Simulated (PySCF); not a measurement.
```xyz
3

Se    -0.0010     0.6844     0.0000
H      1.0483    -0.3407     0.0000
H     -1.0473    -0.3437     0.0000
```

Charge 0, multiplicity 1.

Give the Mulliken and meta-Löwdin atomic charges from PySCF with PBE0-D4/def2-TZVP.


| atom | Mulliken (e) | meta-Löwdin (e) |
|---|---|---|
| Se1 | -0.29 | -0.15 |
| H2 | 0.14 | 0.08 |
| H3 | 0.14 | 0.08 |
